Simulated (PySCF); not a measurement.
C₆H₆.

```xyz
12

C     -1.0668    -2.0573     0.0000
C     -0.2915    -1.1239     0.0000
C      0.6050    -0.0016     0.0000
C      1.9441    -0.1928     0.0000
C      0.0287     1.3548     0.0000
C     -1.2797     1.6424     0.0000
H     -1.7430    -2.8911     0.0000
H      2.3768    -1.1945     0.0000
H      2.6263     0.6611     0.0000
H      0.7648     2.1658     0.0000
H     -1.6294     2.6773     0.0000
H     -2.0348     0.8517     0.0000
```

Coordinates come from a B3LYP-D3(BJ)/def2-SVP optimisation. The values are those of a single conformer.

The numbers are results of HF/pcSseg-1 in PySCF, not measurements. Non-relativistic, no solvent.

Problem. Give the absolute GIAO shielding of each atom: isotropic value and principal components (ppm). (The exact figures need the calculation; the answer reports its results.)

Solution. 
```json
[
 {"atom": "C1", "σ(iso)": "98.2", "σ11": "37.3", "σ22": "51.6", "σ33": "205.8", "span": "168.5"},
 {"atom": "C2", "σ(iso)": "115.6", "σ11": "10.4", "σ22": "13.9", "σ33": "322.5", "span": "312.0"},
 {"atom": "C3", "σ(iso)": "54.2", "σ11": "-79.2", "σ22": "80.9", "σ33": "161.1", "span": "240.3"},
 {"atom": "C4", "σ(iso)": "53.1", "σ11": "-78.5", "σ22": "80.7", "σ33": "157.1", "span": "235.6"},
 {"atom": "C5", "σ(iso)": "48.1", "σ11": "-81.5", "σ22": "71.2", "σ33": "154.6", "span": "236.0"},
 {"atom": "C6", "σ(iso)": "64.1", "σ11": "-61.8", "σ22": "81.4", "σ33": "172.8", "span": "234.5"},
 {"atom": "H7", "σ(iso)": "28.0", "σ11": "23.7", "σ22": "24.3", "σ33": "36.1", "span": "12.3"},
 {"atom": "H8", "σ(iso)": "25.7", "σ11": "22.1", "σ22": "24.2", "σ33": "30.8", "span": "8.7"},
 {"atom": "H9", "σ(iso)": "25.8", "σ11": "22.5", "σ22": "24.6", "σ33": "30.3", "span": "7.8"},
 {"atom": "H10", "σ(iso)": "25.3", "σ11": "23.2", "σ22": "23.9", "σ33": "28.9", "span": "5.7"},
 {"atom": "H11", "σ(iso)": "26.1", "σ11": "23.9", "σ22": "24.8", "σ33": "29.7", "span": "5.8"},
 {"atom": "H12", "σ(iso)": "25.6", "σ11": "23.3", "σ22": "23.5", "σ33": "30.0", "span": "6.6"}
]
```
